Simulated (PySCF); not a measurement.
# One molecule, several mistakes: BH5NOSi cation

Calculated results; nothing here was measured. The program is PySCF 2.14.0, an open-source quantum chemistry code, run on an isolated molecule that a program drew, which may never have been made. The molecule is BH5NOSi cation (charge +1, singlet), drawn as the SMILES string `B[Si+](N)O`.

Each row is a Hartree-Fock (HF) and frozen-core CCSD(T) single point in the cc-pV(D+d)Z basis, meant for a local HF minimum. Run 1 is clean. Each other run has one planted mistake out of seven kinds, and not every kind appears here: one electron removed, one electron added, multiplicity raised by two, geometry at a saddle point, minimal basis STO-3G, one bond length entered in bohr, all coordinates scaled. The reference is restricted for singlets and unrestricted otherwise, and also for a bond in bohr. Adding or removing an electron swaps singlet and doublet. Electrons count all cores. HOMO and LUMO are orbital energies over both spins, the gradient is its largest component, and the lowest frequency (negative if imaginary) is given only where the gradient is small. Bond lengths are over the 8 bonds as drawn. T1 is the CCSD diagnostic: over 0.02 (restricted) or 0.045 (unrestricted) a single reference is doubtful.

Geometry of the clean run:
```xyz
9
BH5NOSi cation, angstrom
B    -1.3836    1.8984    0.2304
Si   -1.1958   -0.0901    0.5958
N    -2.0479   -1.2677   -0.1611
O    -0.1374   -0.4779    1.6998
H    -0.6931    2.3838   -0.6059
H    -2.1695    2.5160    0.8726
H    -1.9595   -2.2541    0.0172
H    -2.7333   -1.0762   -0.8725
H     0.1492   -1.3087    2.0597
```

| run | electrons | basis functions | <S^2> | HOMO (eV) | LUMO (eV) | gradient (hartree/bohr) | lowest frequency (cm^-1) | mean bond (Å) | longest bond (Å) | T1 | HF (hartree) | CCSD(T) (hartree) | mistake |
|---|---|---|---|---|---|---|---|---|---|---|---|---|---|
| 1 | 38 | 90 | 0.000 | -17.79 | -3.99 | 3.6e-05 | 74 | 1.3232 | 2.031 | 0.0136 | -445.65484 | -446.21714 | no fault |
| 2 | 38 | 90 | 2.009 | -13.42 | -8.05 | 3.9e-02 | - | 1.3232 | 2.031 | 0.0197 | -445.49176 | -446.05452 | multiplicity raised by two |
| 3 | 38 | 90 | 0.000 | -18.23 | -3.92 | 9.1e-02 | - | 1.2240 | 1.878 | 0.0110 | -445.59039 | -446.13672 | all coordinates scaled |
| 4 | 38 | 29 | 0.000 | -15.61 | -0.19 | 4.1e-02 | - | 1.3232 | 2.031 | 0.0206 | -440.30352 | -440.50698 | ? |
| 5 | 38 | 90 | 0.000 | -17.78 | -4.76 | 5.5e-05 | -82 | 1.3245 | 2.044 | 0.0147 | -445.65393 | -446.21754 | ? |

**Which mistake was planted in run 4, and what did it cost?**

It has 29 basis functions where the clean run has 90, with the same electrons and geometry. So the mistake is: minimal basis STO-3G. Subtracting run 1 and multiplying by 627.51 kcal/mol a hartree, the energy moved by 3358.0 kcal/mol in HF and 3583.2 kcal/mol in CCSD(T).

**Which mistake was planted in run 5, and what did it cost?**

The gradient is small, so the point is stationary, but the lowest frequency is imaginary (-82 cm^-1). So the mistake is: geometry at a saddle point. Subtracting run 1 and multiplying by 627.51 kcal/mol a hartree, the energy moved by 0.6 kcal/mol in HF and -0.3 kcal/mol in CCSD(T).

Cautions from the logs. Run 4: T1 is over the limit, so its CCSD(T) energy is less reliable.
